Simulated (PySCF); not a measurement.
How methods differ on the excitation energy of Ta

Ta [Xe] 4f14 5d3 6s2 (4F) → Ta [Xe] 4f14 5d5 (6S), as a difference of total energies. Calculation: PySCF 2.14, in x2c-TZVPPall with one added diffuse shell each of s, p, d, f type (12s8p8d4f1g, 113 functions); scalar relativity by spin-free X2C-1e. Correlated levels: valence: [Xe] 4f14 frozen. The calculations carry no spin-orbit coupling.

```tsv
method	excitation energy (eV)
UHF	3.019
MP2 (valence)	3.365
SCS-MP2 (valence)	4.140
CCSD (valence)	3.493
CCSD(T) (valence)	3.549
```

Problem. How much does correlation contribute at CCSD(T) (valence)?

Solution. 3.549 − (3.019) = 0.530 eV, measured against UHF.

A first-order spin-orbit estimate (lowest level to lowest level, LS coupling) adds 0.485 eV.
